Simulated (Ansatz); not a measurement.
A nudged elastic band was laid between two geometries of BrH₃SSi₂ (7 atoms, charge 0, multiplicity 1).

Method: RKS B3LYP-D4/def2-SVP (Ansatz).

| Quantity | Value |
| --- | --- |
| movable images | 9 |
| climbing image | yes |
| spring | 5.0 eV/Å² |
| optimiser | quadratic models (default) |
| start path | through a guess of the saddle point |
| force threshold | 0.5 eV/Å |
| iteration limit | 60 |
| end points | relaxed |

Image 0:

```xyz
7
Properties=species:S:1:pos:R:3
Br -2.670 1.027 -0.251
Si -0.612 0.344 -0.799
Si 0.894 -0.212 0.784
S -0.139 -1.729 -0.421
H -0.308 0.835 -2.164
H 0.531 -0.195 2.225
H 2.365 -0.138 0.580
```

Image 10:

```xyz
7
Properties=species:S:1:pos:R:3
Br -2.613 0.419 -0.427
Si -0.382 0.655 -0.402
Si 1.070 0.504 1.422
S 0.545 -1.426 -0.096
H 0.012 1.017 -1.794
H -0.149 0.027 2.210
H 1.579 -1.265 -0.958
```

Problem. Which bonds break or form, and what moves?

Solution. Bonds broken: Si3–H7. Bonds formed: S4–H7.

Problem. What energy profile does the band end with?

Solution. It converged. The highest image is number 5 of 0 to 10, 1.85 eV above the first end and 0.72 eV above the last; the last end lies 1.13 eV above the first. The threshold of 0.5 eV/Å is loose, so the images may lie well off the minimum-energy path. The order of the stationary point at the top wasn't checked. The orbitals stay closed-shell, which can raise the energy where a bond breaks towards radicals; this wasn't checked here.

```tsv
image	path coordinate (Å)	energy (eV)	Si3–H7 (Å)	S4–H7 (Å)
0	0.00	0.00	1.49	3.13
1	0.36	0.07	1.48	3.00
2	0.71	0.37	1.47	2.72
3	1.07	0.96	1.46	2.41
4	1.43	1.54	1.50	2.09
5	1.78	1.85	1.63	1.72
6	2.13	1.71	1.92	1.42
7	2.48	1.59	2.23	1.37
8	2.84	1.41	2.48	1.35
9	3.19	1.21	2.75	1.35
10	3.54	1.13	3.01	1.36
```

Problem. What is the geometry of the highest image?

Solution. 
```xyz
7
Properties=species:S:1:pos:R:3:forces:R:3
Br -2.614 0.607 -0.152 0.14 0.00 0.02
Si -0.455 0.377 -0.725 -0.03 0.06 0.05
Si 1.184 0.417 0.968 -0.27 0.04 -0.05
S 0.282 -1.613 -0.540 0.02 0.07 0.02
H -0.283 1.023 -2.044 -0.01 -0.02 -0.06
H 0.289 0.110 2.155 0.06 -0.03 0.02
H 1.658 -0.987 0.292 0.08 -0.11 0.00
```

Time of the run: 83 s on 2 threads of Intel(R) Xeon(R) 6975P-C (Granite Rapids), with other jobs on the host, peak memory 0.25 GiB.
